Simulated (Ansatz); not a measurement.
Ta(S)(OH)(NH2)2 (H5N2OSTa), SMILES [NH2][Ta]([NH2])([OH])=[S], multiplicity 1.

Coordinates come from a PBE0-D3(BJ)/def2-SVP optimisation. The spin state was assumed, not searched. The structure was generated by enumeration; whether it is a known compound was not checked. The def2 effective core potentials stand for the cores of Ta; spin–orbit coupling is left out. The values are those of a single conformer.

Two levels are set side by side: PBE/def2-SVPD (Ansatz, an electronic-structure program) and CAM-B3LYP/def2-SVPD (Ansatz). Energy differences of separate SCF runs at the same geometry; the states with an electron removed or added have multiplicity 2 and 2. Differences are taken from unrounded values.

| quantity | CAM-B3LYP | PBE | PBE minus CAM-B3LYP |
|---|---|---|---|
| vertical ionisation energy (eV) | 9.30 | 8.86 | -0.44 |
| vertical singlet–triplet gap (eV) | 3.87 | 4.05 | 0.18 |
